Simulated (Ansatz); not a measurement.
**Which isomer of CHBGa gives these data?**

These gas-phase data were calculated for one isomer of CHBGa at r2SCAN-D4/def2-SVP (harmonic, unscaled wavenumbers; equilibrium rotational constants with average atomic masses):

* rotational constants: 38.85, 7.305, 6.148 GHz
* all wavenumbers above 1500 cm⁻¹: 3289

Candidates:

(1) `[B]1=[CH][Ga]1`, a doublet
(2) `[B]=[CH][Ga]`, a doublet

Q: Which structure fits? Where the bands don't settle it, estimate the moments of inertia from typical bond lengths.

A: Candidate (1). The rotational constants decide: (2) would give 48.4, 5.299, 4.776 GHz.

The same quantities for all candidates:

```
     rotational constants (GHz)  wavenumbers above 1500 cm⁻¹  E above the lowest, r2SCAN-D4/def2-SVP (kcal/mol)
(1)         38.85, 7.305, 6.148                         3289                                                0.0
(2)          48.4, 5.299, 4.776                   3249, 1530                                                3.2
```

Harmonic stretches to hydrogen usually lie a few per cent above observed fundamentals. Open shells are spin-unrestricted. Programs: Ansatz 0.2.0.
